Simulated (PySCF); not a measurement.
P: interval between two levels

P [Ne] 3s2 3p3 [4S3/2, M_J = 3/2] → P [Ne] 3s1 3p4 [4P5/2, M_J = 5/2], as a difference of total energies. Calculation: PySCF 2.14, in x2c-TZVPall-2c with one added diffuse shell each of s, p type (6s7p2d1f, 44 functions); the two-component X2C-1e Hamiltonian. Correlated levels: [Ne] frozen; the 6 highest virtual spinors dropped. "Screened" scales the spin-orbit matrix elements by Boettger's factors to mimic the two-electron term; Breit and QED terms are absent.

| method | interval between two levels (cm⁻¹) |
| --- | --- |
| GHF (spin-free) | 64763 |
| GMP2 (spin-free) | 65568 |
| GHF (screened spin-orbit) | 64658 |
| GMP2 (screened spin-orbit) | 65445 |

Errors of the correlated levels include the incompleteness of this basis and the frozen core.

The labels give the starting determinants; with spin-orbit coupling the two ends relaxed to ⟨J²⟩ = 3.75, ⟨L²⟩ = 0.00, ⟨S²⟩ = 3.75 and ⟨J²⟩ = 8.81, ⟨L²⟩ = 2.00, ⟨S²⟩ = 3.80.

For comparison: 59535 cm⁻¹ (measured; NIST Handbook of Basic Atomic Spectroscopic Data (Sansonetti and Martin, J. Phys. Chem. Ref. Data 34, 1559 (2005))).
